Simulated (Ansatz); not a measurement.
Computed with Ansatz on PBE0-D4/def2-TZVP structures; ΔE is electronic, products minus reactants. CBS: MP2 limit from def2 TZ/QZ plus the TZ coupled-cluster correction, frozen cores. This one scheme is used for every species. DFT in def2-TZVPP. Elements past krypton have def2 core potentials. For Sn outer-core shells are correlated without core-valence functions, which leaves a few kJ/mol of doubt a bond. Each species was taken in one conformer, which may not be the lowest.

Consider the formal exchange of groups at the Al–N bond: `[CH3][AlH][N]([SiH3])[SiH3]` + `[SnH4]` → `[CH3][AlH][SnH3]` + `[SiH3]N[SiH3]`.

```tsv
level	ΔE (kcal/mol)	difference from CCSD(T)/CBS
ωB97M-V	16.9	1.7
B2PLYP	15.2	0.0
PBE	11.6	-3.6
r2SCAN	15.6	0.4
PBE0	12.3	-2.9
SCS-MP2/def2-TZVPP	17.3	2.1
CCSD/def2-TZVPP	16.3	1.1
HF/def2-QZVPP	14.9	-0.3
MP2/def2-QZVPP	16.5	1.3
HF/CBS(def2)	15.0	-0.2
CCSD(T)/CBS	15.2	0
```

Largest T1 diagnostic among the species: 0.013.

The D4 term adds +2.9 kcal/mol with B3LYP and +1.6 kcal/mol with PBE0; it sums over pairs of atoms, weighted by their polarisabilities, and B3LYP, whose exchange is more repulsive, gets the larger term. In def2-TZVPP, CCSD(T) changes the Hartree–Fock value by +2.3 kcal/mol (the triples alone add +0.6 kcal/mol) and MP2 by +2.8 kcal/mol.

B3LYP here is the variant with VWN-RPA as its local correlation; programs differ in this.
